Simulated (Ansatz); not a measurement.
Consider the ligand exchange at the Si–C bond: `[SiH3]C1(S)CO1` + `C=C[Si](O)(O)O` → `C=C[Si](O)(O)O[SiH3]` + `SC1CO1`.

Computed with Ansatz on PBE0-D4/def2-TZVP structures; ΔE is electronic, products minus reactants. CCSD(T)/CBS is the MP2 limit (def2-TZVPP, def2-QZVPP) plus CCSD(T) − MP2 in def2-TZVPP, frozen cores. Each species was taken in one conformer, which may not be the lowest.

```tsv
species	CCSD(T)/CBS(def2) energy (Eh)
`[SiH3]C1(S)CO1`	-841.67702
`C=C[Si](O)(O)O`	-594.47286
`C=C[Si](O)(O)O[SiH3]`	-884.79208
`SC1CO1`	-551.40011
```

Question: Work out ΔE.

Answer: ΔE = (-884.79208) + (-551.40011) − (-841.67702) − (-594.47286) = -0.04231 Eh = -111.1 kJ/mol.

Largest T1 diagnostic among the species: 0.013.

In def2-TZVPP, CCSD(T) changes the Hartree–Fock value by +29.6 kJ/mol (the triples alone add +5.1 kJ/mol) and MP2 by +30.6 kJ/mol. From PBE to PBE0 (25 % exact exchange), in def2-TZVPP and without D4, ΔE moves by −7.9 kJ/mol.
